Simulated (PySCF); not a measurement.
Gas-phase reaction: Ti(NH2)4 + 4 HCl → TiCl4.NH3 + 3 H2 + 3 NH

Computed with PySCF and rigid-rotor harmonic-oscillator thermochemistry at 1 bar. † marks an energy on the PBE0/def2-TZVP geometry and frequencies; other levels use their own. MP2 freezes the core. Open shells (unrestricted): NH (multiplicity 3); the rest are closed-shell singlets. Adducts (TiCl4.NH3) have no counterpoise correction, and HF, PBE, BLYP, B3LYP and PBE0 lack dispersion. Ti(NH2)4, TiCl4.NH3: computed as isolated molecules; such fragments, hydroxides, amides, oligomers or adducts are transient or little studied in the gas. MP2 isn't extrapolated to the basis-set limit; its ΔH°(298 K) is 762.4 kJ in def2-SVP and 851.9 kJ in def2-TZVPP. The harmonic model lacks anharmonicity and excited electronic states, which grow with temperature; levels with a mode under 35 cm⁻¹ are left out. Soft modes under 120 cm⁻¹ make the harmonic entropy rough for TiCl4.NH3.

```tsv
level	ΔE electronic, kJ	ΔH°(298 K), kJ	ΔS°(298 K), J/K	ΔG°(1400 K), kJ
HF/def2-TZVP†	417	358	211	46
M06-2X/def2-TZVP†	883	824	211	512
MP2/def2-SVP†	822	762	211	450
PBE0/def2-SVP†	873	814	211	502
PBE0/def2-TZVP	883	824	211	511
LDA/def2-TZVP†	1155	1096	211	783
ωB97M-V/def2-TZVP†	899	840	211	527
```
ΔH° is lowest at HF/def2-TZVP† and highest at LDA/def2-TZVP†. No reference value is set beside these.
